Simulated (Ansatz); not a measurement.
Mulliken charges of CH₃FGeO, SMILES `F[CH]1[O][GeH2]1` from ωB97M-V/def2-TZVPP in Ansatz (PBE0-D4/def2-TZVP geometry).

```
atom   x (Å)   y (Å)   z (Å)  charge (e)
  F1   0.620  -1.843   0.497      -0.194
  C2   0.423  -0.513   0.689       0.177
  O3   1.164   0.290  -0.122      -0.391
 Ge4  -0.638   0.478  -0.574       0.215
  H5   0.452  -0.301   1.760       0.106
  H6  -1.088   1.916  -0.327       0.039
  H7  -0.872  -0.095  -1.968       0.049
```

Question: By hand: the dipole of these point charges (1 e Å = 4.8032 D).

Answer: Σ q r = (-0.675, 0.294, 0.027) e Å, of length 0.737 e Å = 3.54 D.

Question: How does the dipole of the full density compare? (Best estimate.)

Answer: Ansatz gave: (-0.533, 0.289, 0.003) e Å, 2.91 D; the point charges give 1.22 times that, at 5° from its direction.

Point charges leave out the atoms' own dipoles, such as those of lone pairs, and Mulliken's split depends on the basis, so the two needn't agree.
